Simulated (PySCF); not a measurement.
Compound: ClGe2H5O.
Atom-mapped SMILES: `[Cl:1][GeH2:2][O:3][GeH3:4]` (hydrogens: H5, H6 on Ge2; H7, H8, H9 on Ge4)

Cartesian coordinates in Å at the PBE0-D3(BJ)/def2-SVP level; atoms count from 1:
```
atom  x, y, z in Å
Cl1    1.021    1.665   -1.396
Ge2    1.610    0.215    0.108
O3     0.161   -0.662    0.566
Ge4   -1.539   -0.406    0.065
H5     2.152    0.998    1.310
H6     2.609   -0.752   -0.537
H7    -2.339   -1.390    0.930
H8    -1.941    1.051    0.352
H9    -1.676   -0.734   -1.432
```

Computed, not measured: MP2 and CCSD/aug-cc-pVDZ in PySCF, restricted Hartree–Fock reference, 24 core orbitals frozen, non-relativistic, gas phase, PBE0-D3(BJ)/def2-SVP geometry.

E(HF) = -4688.04111 Eh.

Problem. How large is the problem?

Solution. 167 basis functions and 94 electrons; 24 orbitals frozen, which leaves o = 23 correlated occupied and v = 120 virtual orbitals. That is o·v = 2760 singles and o·v(o·v + 1)/2 = 3810180 distinct closed-shell doubles amplitudes before symmetry; the costliest CCSD step grows as o²v⁴ = 1.1 × 10^11.

Problem. What are the MP2 and CCSD correlation energies?

Solution. MP2 -0.6035 Eh and CCSD -0.6505 Eh, which gives totals of -4688.64465 and -4688.69161 Eh. That is 0.385 eV for each correlated electron at CCSD (1708 kJ/mol in all, 0.014 % of the total energy); MP2 gives 92.8 % of the CCSD value.

Problem. What is the T1 diagnostic?

Solution. 0.0103, below the customary warning level of 0.02. It is the norm of the spatial-orbital singles amplitudes over the root of the number of correlated electrons, so the norm is 0.070.

Problem. How does correlation change the dipole moment?

Solution. HF gives 0.99 D and CCSD (unrelaxed density) 0.95 D, a change of -0.04 D.

No triples correction and no basis-set extrapolation were made.

The job also held the EOM ionisation roots. Hardware: one thread of an Arm Neoverse V1, no GPU, shared host with 32 logical CPUs at a one-minute load of 19. Cost: 12 min wall, 3.0 GiB resident at most.

One conformer stands for the species.
